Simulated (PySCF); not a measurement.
CBrCl2F, SMILES FC(Cl)(Cl)Br.

The structure is a stationary point at PBE0-D3(BJ)/def2-SVP.

Method: PBE/def2-TZVP run with PySCF.

Gas-phase values at a fixed geometry.

| Property | Result |
|---|---|
| total energy | -3631.67858 hartree |
| point group | Cs |
| highest occupied level | -7.30 eV |
| lowest empty level | -2.69 eV |
| orbital gap | 4.61 eV |
| dipole moment | 0.25 D |
| quadrupole, principal values (traceless, Buckingham form, about the centre of nuclear charge) | -2.03, 0.61, 1.43 D·Å |
| mean static polarisability | 57.9 bohr³ (8.59 Å³) |
| polarisability, principal values | 44.8, 60.9, 68.1 bohr³ |
